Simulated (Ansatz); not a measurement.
Job for Ansatz (an electronic-structure program): R-wB97X-V/def2-TZVPP on CH6BNO (SMILES CNBO).

Ansatz 0.2 input:
```yaml
crystal:
  periodic: [false, false, false]
  atoms:
    - {symbol: C, position_ang: [-1.47916188, 0.12308846, 0.24273631]}
    - {symbol: N, position_ang: [-0.15699998, -0.46923810, 0.22744678]}
    - {symbol: B, position_ang: [1.03722580, 0.17133087, -0.11294149]}
    - {symbol: O, position_ang: [2.20957764, -0.55159297, -0.07154028]}
    - {symbol: H, position_ang: [-2.15865591, -0.38006811, -0.45165359]}
    - {symbol: H, position_ang: [-1.40605819, 1.16762038, -0.05754343]}
    - {symbol: H, position_ang: [-1.92848342, 0.09006818, 1.23977191]}
    - {symbol: H, position_ang: [-0.12204759, -1.44249777, 0.49309759]}
    - {symbol: H, position_ang: [1.02598379, 1.32604487, -0.43221910]}
    - {symbol: H, position_ang: [2.97861974, -0.03475579, -0.31975549]}
basis:
  gaussian:
    orbitals: def2-TZVPP
hamiltonian:
  xc: {name: wB97X-V}
scf: {lower_state_search: off}
```

Q: Predict the final total energy.

A: -196.6490 hartree.

Q: How many basis functions does it have, and what does it roughly cost on one machine?

A: 208 functions; around 8 core-seconds (rough).
